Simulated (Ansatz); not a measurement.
`P[SiH2][AlH][Cl]` + `[GaH3]` → `P[SiH2][GaH2]` + `[AlH2][Cl]` at 298.15 K and 1 bar (formal exchange of groups at the Si–Al bond).

Calculated with Ansatz (gas phase, PBE0-D4/def2-TZVP geometries, no zero-point term in ΔE). CCSD(T)/CBS adds triple-zeta CCSD(T) − MP2 to the extrapolated MP2 energy (def2 sets, frozen cores). This one scheme is used for every species. For Ga outer-core shells are correlated without core-valence functions, which leaves a few kJ/mol of doubt a bond. Scalar relativity is left out up to krypton. One conformer a species, not always the lowest.

```tsv
species	CCSD(T)/CBS energy (Eh)	H − E (kJ/mol)	S (J/(mol·K))
`P[SiH2][AlH][Cl]`	-1334.87683	137.4	388.2
`[GaH3]`	-1925.70545	59.6	218.4
`P[SiH2][GaH2]`	-2557.54159	146.9	363.4
`[AlH2][Cl]`	-703.04476	49.7	253.3
```

H − E and S are ideal-gas, rigid-rotor, harmonic terms from PBE0-D4/def2-TZVP, for one conformer and one mirror image of each species. 1 Eh = 2625.50 kJ/mol, R = 8.31446 J/(mol·K).

Question: By hand: ΔE, ΔH, ΔS and ΔG.

Answer: ΔE = (-2557.54159) + (-703.04476) − (-1334.87683) − (-1925.70545) = -0.00407 Eh = -10.7 kJ/mol. Δ(H − E) = 146.9 + 49.7 − 137.4 − 59.6 = -0.4, so ΔH = -11.1 kJ/mol. ΔS = 363.4 + 253.3 − 388.2 − 218.4 = 10.1 J/(mol·K). ΔG = -11.1 − 298.15 × (10.1)/1000 = -14.1 kJ/mol.

Question: By hand: the equilibrium constant, and the temperature at which ΔG would vanish if ΔH and ΔS stayed fixed.

Answer: log₁₀ K = −ΔG/(RT ln 10) = 2.5. ΔH and −TΔS have one sign here, so there is no such temperature.

The number of gas molecules stays the same, so ΔS is small and ΔH decides. A doubt of 5 kJ/mol in ΔE shifts log₁₀ K by 0.9 here. Other conformers and mirror images would add mixing entropy, several J/(mol·K) or more a flexible species. Modes under 60 cm⁻¹, often nearly free rotors, make the harmonic entropy too high. These are equilibria of isolated gas molecules and say nothing of rates. Largest T1 diagnostic: 0.014 (customary marks: 0.02 for closed shells, 0.045 for open ones).

ΔS is within the doubt of such terms, so its sign, and with it that verdict, could turn.
